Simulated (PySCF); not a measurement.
The numbers are results of PBE-D3(BJ)/def2-TZVP // B3LYP-D3(BJ)/def2-SVP (PySCF), not measurements. Isolated molecules, 0 K electronic values unless said otherwise. One relaxed conformer stands for a flexible species; it need not be the lowest. Excitations are Tamm–Dancoff values on a coarser integration grid. The basis has no diffuse functions, so Rydberg states are missing or too high.

Reference species (SMILES): `c1c(F)c2cccnc2cc1B` (neutral, multiplicity 1).

```yaml
S1 oscillator strength: 0.000
S1–T1 gap (TDA): 0.53 eV
LUMO: -3.38 eV
```

Changed species: `Fc1c(cc2c(cccn2)c1)B`.

**Question.** What does the change do to the S1 oscillator strength, S1–T1 gap (TDA) and LUMO?

**Answer.** the S1 oscillator strength hardly moves; the S1–T1 gap (TDA) falls by 0.16 eV, to 0.37 eV; the LUMO decreases by 0.03 eV, to -3.41 eV.
